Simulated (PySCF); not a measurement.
**Co⁺: ionisation energy**

Co⁺ [Ar] 3d8 (3F) → Co²⁺ [Ar] 3d7 (4F), as a difference of total energies. Computed with PySCF 2.14 in x2c-TZVPPall, with the spin-free X2C one-electron Hamiltonian (Gaussian nucleus). Correlated levels: valence and next inner shell: [Ne] frozen. The calculations carry no spin-orbit coupling.

| method | ionisation energy (eV) | plus first-order spin-orbit estimate | error of that sum (eV) |
| --- | --- | --- | --- |
| UHF | 14.202 | 14.192 | -2.892 |
| MP2 (valence and next inner shell) | 17.526 | 17.516 | +0.432 |
| SCS-MP2 (valence and next inner shell) | 17.221 | 17.211 | +0.127 |
| CCSD (valence and next inner shell) | 16.603 | 16.593 | -0.491 |
| CCSD(T) (valence and next inner shell) | 16.755 | 16.745 | -0.339 |

Reference: 17.084 eV (measured; NIST Atomic Spectra Database, ionization energies).

A first-order spin-orbit estimate (lowest level to lowest level, LS coupling) adds -0.010 eV.

Errors of the correlated levels include the incompleteness of this basis and the frozen core.
